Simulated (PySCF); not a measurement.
A series of substituents X on one scaffold: silaethenyl-X. Isolated molecules, 0 K electronic values unless said otherwise. One relaxed conformer stands for each flexible species; it need not be the lowest. Strings in code marks are SMILES.

The four lowest singlet excitations (Tamm–Dancoff). These are PBE-D3(BJ)/def2-TZVP // PBE0-D3(BJ)/def2-TZVP run with PySCF 2.14.0 values and carry that method's errors. Excitations are Tamm–Dancoff values on a coarser integration grid. The basis has no diffuse functions, so Rydberg states are missing or too high.

```csv
state,energy (eV),wavelength (nm),oscillator strength
S1,4.64,267,0.000
S2,4.98,249,0.290
S3,5.15,241,0.008
S4,5.97,208,0.079
```

Task: Identify which member gives these states.
A. `[C-]#[N+][SiH]=C`
B. `C=[SiH]C`
C. `C=[SiH][SiH3]`
D. `C=[SiH]O[SiH3]` (C–Si–O–Si torsion 1°)

Result: A, `[C-]#[N+][SiH]=C`
